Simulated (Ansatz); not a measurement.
(1) Predict a relaxed structure of Sr5S5, charge 0, singlet, at r2SCAN-D4/def2-SVP (Ansatz).

Results:

(1) 
```xyz
10

Sr   -0.517   -1.394   -2.485
Sr   -1.415   -0.221    0.983
Sr    1.764   -2.214    0.612
Sr    1.833    1.600    1.570
Sr   -0.448    2.420   -1.527
S    -0.638    2.704    1.185
S     1.536    0.240   -1.068
S     0.993   -0.712    2.762
S    -0.740   -2.920   -0.228
S    -2.371    0.496   -1.805
```
Point group C4v (tolerance 0.1 Å). This is one stationary point.

In the def2 sets Sr takes a core potential; there is no spin–orbit coupling. The structure comes from a short search, and lower isomers may exist.
